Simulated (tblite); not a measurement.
Species: C₆H₁₁PS₂.
Z-matrix (Å and degrees, GFN2-xTB geometry), rows numbered from 1:
```
C 
C   1  1.3222
P   2  1.8165  1  119.91
S   3  1.9350  2  116.84  1    -0.28
C   3  1.8508  2  103.66  1  -127.15
C   5  1.5182  3  108.84  2  -168.90
S   6  1.8199  5  111.45  3    70.27
C   7  1.8196  6   98.82  5   -66.43
C   8  1.5183  7  111.57  6    66.42
H   1  1.0803  2  120.01  3    -0.22
H   1  1.0777  2  122.87  3   179.76
H   2  1.0821  1  123.00  3  -179.81
H   5  1.0925  3  110.44  2   -46.91
H   5  1.0951  3  107.15  2    71.87
H   6  1.0900  5  111.47  3  -172.09
H   6  1.0932  5  110.80  3   -50.12
H   8  1.0931  7  108.06  6   -55.52
H   8  1.0899  7  105.58  6  -172.33
H   9  1.0926  3  110.42  2    46.64
H   9  1.0953  3  107.15  2   -72.17
```

All values are computed: GFN2-xTB (tblite) harmonic vibrations without scaling, gas phase. This tight-binding method is rough: wavenumbers can miss measured ones by several per cent, in bad cases by 10 to 20. One conformer, not necessarily the lowest.

Harmonic wavenumbers (cm⁻¹): 63.3, 77.1, 134.8, 144.3, 189.5, 192.1, 247.6, 250.0, 306.2, 335.5, 376.8, 442.8, 531.5, 578.6, 669.0, 673.1, 696.9, 707.1, 779.2, 796.3, 849.6, 852.8, 903.8, 918.7, 974.1, 1003.7, 1029.0, 1038.0, 1045.6, 1076.3, 1117.1, 1146.8, 1215.1, 1237.8, 1242.5, 1245.5, 1259.5, 1374.2, 1400.3, 1407.1, 1428.8, 1435.7, 1654.5, 2927.8, 2929.9, 2946.6, 2948.1, 2954.1, 2957.8, 2997.0, 2998.2, 3035.4, 3071.8, 3112.7.

A = 1767, B = 703.0, C = 668.1 MHz; mass 178.004 u (most abundant isotopes); point group Cs, symmetry number 1.

Problem. Zero-point energy?

Solution. Half the sum of the wavenumbers: 33964 cm⁻¹ = 406.30 kJ/mol.

Problem. Entropy at 273.15 K, 1 bar (ideal gas, RRHO, classical rotation)?

Solution. Translation 171.66, rotation 125.85, vibration 116.11: S = 413.6 J/(mol K).

Problem. And Cp and H(273.15 K) − H(0)?

Solution. Cp = 164.78 J/(mol K), of which vibrations give 131.52 (their classical limit is 54 R = 449.0); H(273.15 K) − H(0) = 26.72 kJ/mol without the zero-point energy, 17.64 from vibrations.

Problem. Blend soft modes into free rotors: weight 1/[1 + (100 cm⁻¹/ν̃)⁴] for the oscillator and the rest for a rotor with moment μB/(μ + B), μ = h/(8π²ν), B = 10⁻⁴⁴ kg m². What vibrational entropy results?

Solution. 110.09 J/(mol K) in place of 116.11, which changes −T·S at 273.15 K by +1.65 kJ/mol.

Problem. How do the functions run with temperature in this model?

Solution. 
| T (K) | S (J/(mol K)) | Cp (J/(mol K)) | H − H(0) (kJ/mol) | G − H(0) (kJ/mol) | ln q(vib) |
| --- | --- | --- | --- | --- | --- |
| 100 | 296.7 | 81.9 | 5.41 | -24.26 | 1.42 |
| 200 | 368.1 | 129.1 | 15.98 | -57.65 | 4.13 |
| 300 | 429.7 | 177.9 | 31.32 | -97.58 | 6.96 |
| 500 | 541.3 | 261.0 | 75.74 | -194.91 | 12.69 |
| 800 | 682.0 | 336.3 | 166.43 | -379.18 | 20.93 |
| 1000 | 760.7 | 368.4 | 237.06 | -523.62 | 26.00 |

q(vib) and H(0) count from the zero-point level.

Problem. Which modes carry the vibrational entropy at 273.15 K?

Solution. 63.3 cm⁻¹: 17.48; 77.1 cm⁻¹: 15.86; 134.8 cm⁻¹: 11.33; 144.3 cm⁻¹: 10.79; 189.5 cm⁻¹: 8.67; 192.1 cm⁻¹: 8.56 J/(mol K); the other 48 give 43.41 together.

Problem. What must be added to the electronic energy to get the Gibbs energy at 273.15 K and 1 bar?

Solution. ZPE + [H(273.15 K) − H(0)] − T·S = 406.30 + 26.72 − 112.98 = 320.04 kJ/mol.

Hindered rotation and anharmonicity are outside this model. Other conformers, if any are populated, would add a mixing term that is left out.

Run on an x86-64 server with one thread (shared host). The figure is for the frequency step alone.
